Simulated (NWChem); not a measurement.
Molecule: C4H9O, doublet; SMILES C[CH]OCC

```xyz
14

C     -0.3399     2.4352     0.0115
C      0.4725     1.1948    -0.0720
O     -0.2371     0.0304    -0.0093
C      0.5357    -1.1648    -0.0311
C     -0.4002    -2.3542     0.0682
H     -1.1803     2.4086    -0.7149
H     -0.7995     2.5939     1.0203
H      0.2836     3.3235    -0.2106
H      1.5106     1.1589     0.3140
H      1.2619    -1.1570     0.8185
H      1.1370    -1.2043    -0.9704
H      0.1752    -3.3009     0.0567
H     -1.1098    -2.3662    -0.7828
H     -0.9889    -2.3136     1.0062
```
Atoms are numbered in this order, from 1.

Computed with NWChem. Pople sets run with spherical d functions. Spin-unrestricted. Structure relaxed at the PBE-D3(BJ)/def2-SVP, spin-unrestricted level. No stability test was run on the SCF state. B3LYP is NWChem's, with the RPA form of VWN correlation. Vzz is the largest principal value of the second derivative of the potential at the nucleus (NWChem prints the opposite sign); η is the asymmetry. Non-relativistic.

```json
[
 {"level": "UHF/def2-TZVP", "Vzz O3 (a.u.)": "1.828", "η O3": "0.80", "relative time": "4"},
 {"level": "UHF/6-31G*", "Vzz O3 (a.u.)": "1.773", "η O3": "0.82", "relative time": "1"},
 {"level": "B3LYP/cc-pVTZ", "Vzz O3 (a.u.)": "1.670", "η O3": "0.70", "relative time": "10"},
 {"level": "B3LYP/def2-SVP", "Vzz O3 (a.u.)": "1.630", "η O3": "0.69", "relative time": "2"}
]
```

Relative times are rough (shared machine, one core).
